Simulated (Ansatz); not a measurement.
Pulling on the Mg1–H2 bond in FHMg (SMILES [F][MgH]) (multiplicity 1 held, fragments rigid). Energies count from the point at 1.682 Å.
Geometry at that point (charge 0, multiplicity 1):
```xyz
3

Mg     0.00000     0.00000    -0.64398
H      0.00000     0.00000    -2.32552
F      0.00000     0.00000     1.11704
```

R- and RO- levels are restricted; in cc, def2 and unpolarised 6-31G sets they are followed outwards from rest. U- levels take the lowest unrestricted solution at each point, which mixes spins at long bonds. Active spaces are followed from a long bond inwards. Levels need not reach the same state.

Correlated levels freeze the cores.

The values were computed with Ansatz (Gaussian basis) for Hartree–Fock, density functionals and correlated methods. 

Energies in eV.

```json
[
 {"R (Å)": "1.345", "U-HF/def2-TZVPPD": "0.95", "U-PBE/def2-TZVPPD": "0.91", "R-r2SCAN/def2-TZVPPD": "0.91", "FIC-MRCISD+Q on CASSCF(2,2)/def2-TZVPPD": "0.93"},
 {"R (Å)": "1.513", "U-HF/def2-TZVPPD": "0.20", "U-PBE/def2-TZVPPD": "0.20", "R-r2SCAN/def2-TZVPPD": "0.19", "FIC-MRCISD+Q on CASSCF(2,2)/def2-TZVPPD": "0.20"},
 {"R (Å)": "1.682", "U-HF/def2-TZVPPD": "0.00", "U-PBE/def2-TZVPPD": "0.00", "R-r2SCAN/def2-TZVPPD": "0.00", "FIC-MRCISD+Q on CASSCF(2,2)/def2-TZVPPD": "0.00"},
 {"R (Å)": "1.850", "U-HF/def2-TZVPPD": "0.11", "U-PBE/def2-TZVPPD": "0.09", "R-r2SCAN/def2-TZVPPD": "0.11", "FIC-MRCISD+Q on CASSCF(2,2)/def2-TZVPPD": "0.10"},
 {"R (Å)": "2.018", "U-HF/def2-TZVPPD": "0.39", "U-PBE/def2-TZVPPD": "0.34", "R-r2SCAN/def2-TZVPPD": "0.37", "FIC-MRCISD+Q on CASSCF(2,2)/def2-TZVPPD": "0.36"},
 {"R (Å)": "2.270", "U-HF/def2-TZVPPD": "0.96", "U-PBE/def2-TZVPPD": "0.83", "R-r2SCAN/def2-TZVPPD": "0.89", "FIC-MRCISD+Q on CASSCF(2,2)/def2-TZVPPD": "0.87"},
 {"R (Å)": "2.522", "U-HF/def2-TZVPPD": "1.48", "U-PBE/def2-TZVPPD": "1.36", "R-r2SCAN/def2-TZVPPD": "1.45", "FIC-MRCISD+Q on CASSCF(2,2)/def2-TZVPPD": "1.39"},
 {"R (Å)": "2.943", "U-HF/def2-TZVPPD": "1.91", "U-PBE/def2-TZVPPD": "2.15", "R-r2SCAN/def2-TZVPPD": "2.29", "FIC-MRCISD+Q on CASSCF(2,2)/def2-TZVPPD": "2.13"},
 {"R (Å)": "3.363", "U-HF/def2-TZVPPD": "2.06", "U-PBE/def2-TZVPPD": "2.62", "R-r2SCAN/def2-TZVPPD": "2.97", "FIC-MRCISD+Q on CASSCF(2,2)/def2-TZVPPD": "2.62"},
 {"R (Å)": "3.868", "U-HF/def2-TZVPPD": "2.13", "U-PBE/def2-TZVPPD": "2.85", "R-r2SCAN/def2-TZVPPD": "3.57", "FIC-MRCISD+Q on CASSCF(2,2)/def2-TZVPPD": "2.91"},
 {"R (Å)": "4.540", "U-HF/def2-TZVPPD": "2.15", "U-PBE/def2-TZVPPD": "2.91", "R-r2SCAN/def2-TZVPPD": "4.06", "FIC-MRCISD+Q on CASSCF(2,2)/def2-TZVPPD": "3.03"},
 {"R (Å)": "5.381", "U-HF/def2-TZVPPD": "2.15", "U-PBE/def2-TZVPPD": "2.92", "R-r2SCAN/def2-TZVPPD": "4.38", "FIC-MRCISD+Q on CASSCF(2,2)/def2-TZVPPD": "3.06"}
]
```

Doubts at one or more of the structures used: a spin-contaminated determinant (U-HF/def2-TZVPPD, U-PBE/def2-TZVPPD); a restricted determinant that unrestricted orbitals would lower (R-r2SCAN/def2-TZVPPD).

Ansatz is an electronic-structure program.
